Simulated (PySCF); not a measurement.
Compound: C₄H₃FOSi.
Atom-mapped SMILES: `[CH:1]#[C:2][SiH2:3][C:4]([F:5])=[C:6]=[O:7]` (hydrogens: H8 on C1; H9, H10 on Si3)

A GFN2-xTB structure with every atom displaced at random (by about 0.01 Å) was refined with PBE0-D3(BJ)/def2-SVP geometry optimisation, gas phase (PySCF). Values at the start:

```csv
coordinate,start
C1≡C2,1.229 Å
C1–H8,1.046 Å
C2–Si3,1.864 Å
Si3–C4,1.887 Å
Si3–H9,1.435 Å
C4–F5,1.365 Å
C4=C6,1.301 Å
C6=O7,1.159 Å
C1–C2–Si3,179.0°
C2–Si3–C4,105.3°
Si3–C4–F5,116.0°
Si3–C4–C6,120.6°
C4–C6–O7,167.0°
F5–C4–C6,123.4°
C2–Si3–C4–F5,-73°
```

Q: How do these coordinates change at the PBE0-D3(BJ)/def2-SVP level?

A: 
```tsv
coordinate	PBE0-D3(BJ)/def2-SVP (Å or °)	change
Si3–H9	1.491	+0.056
C2–Si3	1.830	-0.034
C1–H8	1.076	+0.030
C4=C6	1.330	+0.029
Si3–C4	1.864	-0.023
C4–F5	1.352	-0.013
C1≡C2	1.217	-0.012
C6=O7	1.160	+0.001
C4–C6–O7	175.5	+8.5
C2–Si3–C4	110.7	+5.4
Si3–C4–F5	120.5	+4.5
F5–C4–C6	119.8	-3.6
Si3–C4–C6	119.6	-1.0
C1–C2–Si3	179.1	+0.1
C2–Si3–C4–F5	-63	+10
```

The energy falls by 4.2 kcal/mol over 18 energy and gradient evaluations, the largest force component goes from 0.0457 to 2.1e-04 Eh/bohr, and the atoms move by 0.141 Å rms after alignment. The bond that changes most is Si3–H9 (SiH2 silicon to Si–H hydrogen), which lengthens by 0.056 Å. Bonds longer at the end by more than 0.005 Å: 4 of 9; shorter: 4. Among the dihedrals that turn most is H10–Si3–C4–F5, from 43° to 57°. Rotational constants go from 3408, 1243, 1137 to 3781, 1180, 1075 MHz.

The run used 117 basis functions and 133 SCF cycles in all.

No PBE0-D3(BJ)/def2-SVP frequencies stand behind this structure, so it isn't proved a minimum. The numbers are those of one conformer.
